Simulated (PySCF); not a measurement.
Ga(H)(Me)2 (C₂H₇Ga), SMILES [CH3][GaH][CH3]. Coordinates come from a PBE-D3(BJ)/def2-SVP optimisation. The structure was generated by enumeration; whether it is a known compound was not checked.

Problem. Give the equilibrium geometry at PBE-D3(BJ)/def2-SVP (PySCF confirms it by a frequency run) as a Z-matrix, and its point group. (Estimate from the structure and the level; the computed values follow.)

Solution. point group Cs.
```
Ga
H 1 1.5925
C 1 1.9825 2 118.56
H 3 1.1074 1 113.07 2 179.56
H 3 1.1105 4 108.68 1 122.39
H 3 1.1106 4 108.63 5 115.35
C 1 1.9825 2 118.56 3 -179.93
H 7 1.1074 1 113.07 2 -179.56
H 7 1.1105 8 108.68 1 -122.39
H 7 1.1106 8 108.63 9 -115.35
```
Charge 0, spin multiplicity 1.
